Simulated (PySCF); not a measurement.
H₅O₆Si₂ (SMILES O[Si](O)O[Si](O)(O)O), doublet, at a GFN2-xTB geometry; DF-M062X/def2-SV(P) (PySCF).

Input for PySCF:
```python
from pyscf import gto, scf, dft

mol = gto.Mole()
mol.atom = '''
    O     2.617289   -0.438646   -0.753387
    Si    1.540754    0.749311   -0.422225
    O     1.643990    0.999677    1.194188
    O     0.030586    0.320084   -0.813107
    Si   -1.216700   -0.295779    0.051832
    O    -1.244218    0.400355    1.510291
    O    -1.040620   -1.900977    0.180832
    O    -2.588062   -0.020955   -0.761405
    H     2.472075   -1.005482   -1.506383
    H     2.442675    0.715982    1.636217
    H    -0.395002    0.640269    1.881642
    H    -1.528347   -2.455961   -0.420283
    H    -2.879890    0.879442   -0.864992
'''
mol.basis = 'def2-sv(p)'
mol.charge = 0
mol.spin = 1
mol.verbose = 4
mol.build()

mf = dft.UKS(mol)
mf.xc = 'm062x'
mf = mf.density_fit(auxbasis='def2-universal-jkfit')
mf.kernel()
```

Q: What does PySCF print? Leave out banner, timings and long lists.

A: 
```
PySCF version 2.14.0

[INPUT] verbose = 4
[INPUT] num. atoms = 13
[INPUT] num. electrons = 81
[INPUT] charge = 0
[INPUT] spin (= nelec alpha-beta = 2S) = 1
[INPUT] symmetry False subgroup None
[INPUT] Mole.unit = angstrom
[INPUT] Symbol           X                Y                Z      unit          X                Y                Z       unit  Magmom
[INPUT]  1 O      2.617289000000  -0.438646000000  -0.753387000000 AA    4.945959398837  -0.828920805636  -1.423695095808 Bohr   0.0
[INPUT]  2 Si     1.540754000000   0.749311000000  -0.422225000000 AA    2.911603085328   1.415992572124  -0.797889612944 Bohr   0.0
[INPUT]  3 O      1.643990000000   0.999677000000   1.194188000000 AA    3.106690851524   1.889115743027   2.256688261242 Bohr   0.0
[INPUT]  4 O      0.030586000000   0.320084000000  -0.813107000000 AA    0.057799163246   0.604871096855  -1.536549539967 Bohr   0.0
[INPUT]  5 Si    -1.216700000000  -0.295779000000   0.051832000000 AA   -2.299229775758  -0.558941303398   0.097948284488 Bohr   0.0
[INPUT]  6 O     -1.244218000000   0.400355000000   1.510291000000 AA   -2.351231259254   0.756561302600   2.854036358395 Bohr   0.0
[INPUT]  7 O     -1.040620000000  -1.900977000000   0.180832000000 AA   -1.966486799745  -3.592325899097   0.341722954557 Bohr   0.0
[INPUT]  8 O     -2.588062000000  -0.020955000000  -0.761405000000 AA   -4.890728373394  -0.039599210940  -1.438846919874 Bohr   0.0
[INPUT]  9 H      2.472075000000  -1.005482000000  -1.506383000000 AA    4.671544709384  -1.900085603180  -2.846651308701 Bohr   0.0
[INPUT] 10 H      2.442675000000   0.715982000000   1.636217000000 AA    4.615986761322   1.353009890118   3.092002010357 Bohr   0.0
[INPUT] 11 H     -0.395002000000   0.640269000000   1.881642000000 AA   -0.746445598655   1.209933056049   3.555788044479 Bohr   0.0
[INPUT] 12 H     -1.528347000000  -2.455961000000  -0.420283000000 AA   -2.888157253301  -4.641093662613  -0.794219764811 Bohr   0.0
[INPUT] 13 H     -2.879890000000   0.879442000000  -0.864992000000 AA   -5.442203368874   1.661904522440  -1.634597979940 Bohr   0.0

nuclear repulsion = 613.076521489367
number of shells = 62
number of NR pGTOs = 236
number of NR cGTOs = 130
basis = def2-sv(p)
ecp = {}

******** <class 'pyscf.df.df_jk.DFUKS'> ********
method = DFUKS
initial guess = minao
damping factor = 0
level_shift factor = 0
DIIS = <class 'pyscf.scf.diis.CDIIS'>
diis_start_cycle = 1
diis_space = 8
diis_damp = 0
SCF conv_tol = 1e-09
SCF conv_tol_grad = None
SCF max_cycles = 50
direct_scf = False
number electrons alpha = 41  beta = 40
XC library pyscf.dft.libxc version 7.1.2
    S. Lehtola, C. Steigemann, M. J. T. Oliveira, and M. A. L. Marques,  SoftwareX 7, 1–5 (2018)
XC functionals = m062x
    Y. Zhao and D. G. Truhlar,  Theor. Chem. Acc. 120, 215 (2008)
    Y. Zhao and D. G. Truhlar,  Theor. Chem. Acc. 120, 215 (2008)
radial grids:
    Treutler-Ahlrichs [JCP 102, 346 (1995); DOI:10.1063/1.469408] (M4) radial grids

becke partition: Becke, JCP 88, 2547 (1988); DOI:10.1063/1.454033
pruning grids: <function nwchem_prune>
grids dens level: 3
symmetrized grids: False
atomic radii adjust function: <function treutler_atomic_radii_adjust>
small_rho_cutoff = 0
Set gradient conv threshold to 3.16228e-05
tot grids = 171896
******** <class 'pyscf.df.df.DF'> ********
auxbasis = def2-universal-jkfit
init E= -1034.05171965846

cycle= 1 E= -1032.533112926  delta_E= 1.52  |g|= 0.911  |ddm|= 2.77
cycle= 2 E= -1032.51449223526  delta_E= 0.0186  |g|= 0.96  |ddm|= 1.27
cycle= 3 E= -1032.84881258297  delta_E= -0.334  |g|= 0.0473  |ddm|= 0.665
cycle= 4 E= -1032.84976675907  delta_E= -0.000954  |g|= 0.0223  |ddm|= 0.0662
cycle= 5 E= -1032.84997654209  delta_E= -0.00021  |g|= 0.00887  |ddm|= 0.0276
cycle= 6 E= -1032.85001773581  delta_E= -4.12e-05  |g|= 0.00156  |ddm|= 0.0135
cycle= 7 E= -1032.85001997571  delta_E= -2.24e-06  |g|= 0.00121  |ddm|= 0.00496
cycle= 8 E= -1032.85002071618  delta_E= -7.4e-07  |g|= 0.000223  |ddm|= 0.00178
cycle= 9 E= -1032.85002075935  delta_E= -4.32e-08  |g|= 6.71e-05  |ddm|= 0.000498
cycle= 10 E= -1032.85002076352  delta_E= -4.17e-09  |g|= 3.19e-05  |ddm|= 0.00015
cycle= 11 E= -1032.85002076404  delta_E= -5.22e-10  |g|= 1.52e-05  |ddm|= 3.69e-05
Extra cycle  E= -1032.85002076408  delta_E= -3.77e-11  |g|= 1.65e-05  |ddm|= 2.52e-05
converged SCF energy = -1032.85002076408  <S^2> = 0.75195378  2S+1 = 2.0019528
```
